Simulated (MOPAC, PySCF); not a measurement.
[Ti(F)4], neutral singlet in the gas phase. 

Z-matrix (Å, degrees):
```
Ti
F 1 1.7443
F 1 1.7443 2 109.47
F 1 1.7443 2 109.47 3 120.00
F 1 1.7443 2 109.47 4 120.00
```
Charge 0, multiplicity 1.

All levels are single points at this geometry (PBE-D3(BJ)/def2-SVP); Pople sets use spherical d functions. Orbital energies aren't observables, and empty levels follow the basis.

```csv
level,HOMO (eV),LUMO (eV),gap (eV),dipole (D),"vertical IE, Delta-SCF (eV)"
TPSSh-D3(BJ)/def2-TZVP in PySCF,-11.38,-3.72,7.66,0.00,–
B3LYP/3-21G in PySCF,-10.90,-2.70,8.20,0.00,–
BP86/6-31G* (LANL2DZ on Ti) in PySCF,-10.18,-4.03,6.15,0.00,–
HF/6-31G* (LANL2DZ on Ti) in PySCF,-17.91,0.56,18.46,0.00,15.41
PM6 in MOPAC,-14.67,-2.63,12.04,0.00,–
PM7 in MOPAC,-14.37,-1.25,13.12,0.00,–
```
